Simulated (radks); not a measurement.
The numbers below are computed, except where a source is named.
All-electron atom: Os XVIII in [Kr] 4d10 4f12 5s1. Level of theory: Dirac Kohn-Sham, relativistic LDA (MacDonald-Vosko exchange, VWN5 correlation), spin-unpolarised, spherical densities, finite nucleus; open shells fill j = l - 1/2 first; Fermi nuclear charge, rms radius 5.4126 fm (a radial shooting solver on a logarithmic mesh with Libxc functionals).

Unscreened Slater integrals over Kohn-Sham orbitals (cm^-1). Large and small components are both included.

integral          value
F0(5s1/2,5s1/2)  222850
F0(5s1/2,4f7/2)  264780
G3(5s1/2,4f7/2)   36333
F0(5s1/2,4f5/2)  265320
G3(5s1/2,4f5/2)   35689
F0(5s1/2,4d5/2)  267350
G2(5s1/2,4d5/2)   31418
F0(4f7/2,4f7/2)  395990
F2(4f7/2,4f7/2)  200140
F4(4f7/2,4f7/2)  128220
F6(4f7/2,4f7/2)   93041
F0(4f7/2,4f5/2)  398000
F2(4f7/2,4f5/2)  201010
F4(4f7/2,4f5/2)  128740
G2(4f7/2,4f5/2)  200050
G4(4f7/2,4f5/2)  128160
G6(4f7/2,4f5/2)   92994
F0(4f7/2,4d5/2)  400490
F2(4f7/2,4d5/2)  199050
F4(4f7/2,4d5/2)  128870
G1(4f7/2,4d5/2)  226200
G3(4f7/2,4d5/2)  147200
G5(4f7/2,4d5/2)  105560
F0(4f5/2,4f5/2)  400050
F2(4f5/2,4f5/2)  201910
F4(4f5/2,4f5/2)  129300
F0(4f5/2,4d5/2)  402500
F2(4f5/2,4d5/2)  199640
F4(4f5/2,4d5/2)  129130
G1(4f5/2,4d5/2)  225730
G3(4f5/2,4d5/2)  146980
G5(4f5/2,4d5/2)  105410
F0(4d5/2,4d5/2)  409430
F2(4d5/2,4d5/2)  208680
F4(4d5/2,4d5/2)  140330
